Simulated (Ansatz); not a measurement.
Geometry optimisation, DFT PBE-D3(BJ), scalar-relativistic, plane waves, PAW (Ansatz).

input.yaml

```yaml
crystal:
  lattice:
    - [8.051748, 0.0, 0.0]
    - [0.0, 8.051748, 0.0]
    - [0.0, 0.0, 8.051748]
  atoms:
    - { symbol: C, position: [0.3149513, 0.4383664, 0.3292915] }
    - { symbol: C, position: [0.2848009, 0.4447338, 0.5080823] }
    - { symbol: "N", position: [0.2604806, 0.4498701, 0.6523008] }
    - { symbol: H, position: [0.3896, 0.544778, 0.2907743] }
    - { symbol: H, position: [0.3812373, 0.3245409, 0.2972076] }
    - { symbol: H, position: [0.1972635, 0.4408707, 0.2620401] }
    - { symbol: C, position: [0.9524805, 0.7823548, 0.8413208] }
    - { symbol: C, position: [0.8967097, 0.7696066, 1.0134918] }
    - { symbol: "N", position: [0.8517232, 0.7593235, 1.1523704] }
    - { symbol: H, position: [1.0012892, 0.9065112, 0.8171891] }
    - { symbol: H, position: [1.0501452, 0.6915024, 0.8170948] }
    - { symbol: H, position: [0.849008, 0.75888, 0.75693] }
    - { symbol: C, position: [0.6413635, 0.8929077, 0.3865675] }
    - { symbol: C, position: [0.6671983, 0.9915953, 0.2365373] }
    - { symbol: "N", position: [0.6880375, 1.0711999, 0.1155181] }
    - { symbol: H, position: [0.5605494, 0.787435, 0.3596595] }
    - { symbol: H, position: [0.7600215, 0.8464047, 0.4327974] }
    - { symbol: H, position: [0.5836004, 0.9687924, 0.482923] }
    - { symbol: C, position: [0.5454492, 0.6622401, 0.906063] }
    - { symbol: C, position: [0.4787627, 0.8158104, 0.9759544] }
    - { symbol: "N", position: [0.4249712, 0.9396852, 1.0323311] }
    - { symbol: H, position: [0.500606, 0.645401, 0.7792364] }
    - { symbol: H, position: [0.6809323, 0.6667886, 0.9042993] }
    - { symbol: H, position: [0.5062266, 0.5561239, 0.9807649] }
    - { symbol: C, position: [0.0683702, 0.1314888, 0.2478715] }
    - { symbol: C, position: [0.0274433, 0.1300873, 0.4246164] }
    - { symbol: "N", position: [-0.0055696, 0.1289568, 0.5671846] }
    - { symbol: H, position: [0.0824468, 0.2590858, 0.2042793] }
    - { symbol: H, position: [0.1844687, 0.0648706, 0.2263634] }
    - { symbol: H, position: [-0.0302493, 0.0715904, 0.1766968] }
    - { symbol: C, position: [0.7897038, 0.4498185, 0.6236184] }
    - { symbol: C, position: [0.6490414, 0.3477763, 0.5714916] }
    - { symbol: "N", position: [0.5355785, 0.2654657, 0.5294445] }
    - { symbol: H, position: [0.7460946, 0.5705266, 0.6672904] }
    - { symbol: H, position: [0.8569729, 0.3886291, 0.7241677] }
    - { symbol: H, position: [0.8744983, 0.4689772, 0.5195882] }
basis:
  ecutwfc: 420.0
kpoints:
  mp_grid: { grid: [1, 1, 1] }
hamiltonian:
  xc: pbe
  dispersion: d3bj
scf:
  occupations: { method: fermi_dirac, width: 0.02 }
  lower_state_search: "off"
relax:
  f_tol: 0.3
  max_steps: 15
  adjacent_minimum: "off"
```

Command:

```bash
$ ansatz run input.yaml --threads 1 --pin off --max-ram 3072MiB --backend cpu --events-out ev --progress --plain --runs-dir out
```

Question: Where does it end, and by what steps?

Answer: It converged. The threshold is loose, so the end isn't yet a minimum. Limits of this set-up: coarse k mesh. After 12 steps the energy has fallen by 2.011 eV; N3 moved furthest, 1.25 Å.

```csv
step,energy less start (eV),largest force component (eV/Å),accepted
0,0.0000,2.123,yes
1,-0.9055,0.454,yes
2,-1.2763,0.701,yes
3,-1.5319,0.604,yes
4,-1.6701,0.559,yes
5,-1.7520,0.458,yes
6,-1.8139,0.369,yes
7,-1.8619,0.462,yes
8,-1.8987,0.540,yes
9,-1.9296,0.441,yes
10,-1.9490,0.396,yes
11,-1.9748,0.318,yes
12,-2.0108,0.020,yes
```

```xyz
36
Lattice="8.0517 0.0000 0.0000 0.0000 8.0517 0.0000 0.0000 0.0000 8.0517" Properties=species:S:1:pos:R:3
C 2.639 3.891 2.767
C 2.124 4.393 4.023
N 1.709 4.793 5.030
H 3.589 4.384 2.530
H 2.833 2.815 2.845
H 1.921 4.108 1.964
C 7.863 6.624 7.125
C 7.609 5.876 8.340
N 7.387 5.272 9.310
H 8.598 7.415 7.315
H 8.295 5.968 6.356
H 6.943 7.089 6.750
C 4.839 7.508 2.953
C 5.000 8.613 2.027
N 5.131 9.509 1.299
H 3.868 7.030 2.776
H 5.639 6.771 2.797
H 4.883 7.893 3.979
C 4.200 4.609 7.453
C 3.426 5.678 8.047
N 2.815 6.531 8.545
H 3.850 4.422 6.431
H 5.265 4.879 7.453
H 4.102 3.678 8.029
C 0.589 0.850 1.865
C 0.224 0.597 3.246
N -0.085 0.404 4.349
H 0.922 1.888 1.748
H 1.392 0.173 1.544
H -0.291 0.711 1.226
C 6.686 3.619 4.512
C 5.484 2.834 4.702
N 4.511 2.217 4.857
H 6.605 4.576 5.042
H 7.552 3.073 4.905
H 6.847 3.829 3.445
```

Run time: 28 s on 1 thread of Intel(R) Xeon(R) Platinum 8488C (Sapphire Rapids) (shared host), peak memory 0.53 GiB.
